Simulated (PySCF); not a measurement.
Species: sum formula Si2N2H7, net charge 0, doublet state. It need not be the lowest isomer of its formula. SMILES: [NH][SiH2][SiH2]N
Structure (B3LYP-D3(BJ)/def2-TZVP (Ansatz) minimum search):
```xyz
11

N      0.6534     1.9891    -0.4736
Si     0.9699     0.3504    -0.8983
Si    -0.2128    -0.9018     0.7593
N     -1.9226    -0.6830     0.7734
H     -0.2011     2.3794    -0.8733
H      2.4202     0.0682    -0.7690
H      0.5069    -0.0978    -2.2441
H      0.3216    -0.5216     2.0863
H      0.0571    -2.3357     0.4818
H     -2.3236     0.1777     1.1118
H     -2.4966    -1.0936     0.0539
```
Charge 0, spin multiplicity 2.

Dispersion corrections to the total energy (kcal/mol) from the dftd3 and dftd4 libraries through PySCF: D3(BJ) without and D4 with the three-body term, each with the damping fitted for the functional named.

```
functional  D3(BJ)     D4
----------  ------  -----
HF          -41.97      ?
PBE0         -4.93  -4.48
PW6B95       -3.22  -4.41
B3LYP            ?  -8.47
TPSSh        -6.59  -6.42
B2GP-PLYP    -4.65  -2.27
PBE              ?  -5.25
```

Q: Complete the blanks.

A: 
- HF, D4: -17.37
- B3LYP, D3(BJ): -9.90
- PBE, D3(BJ): -5.48
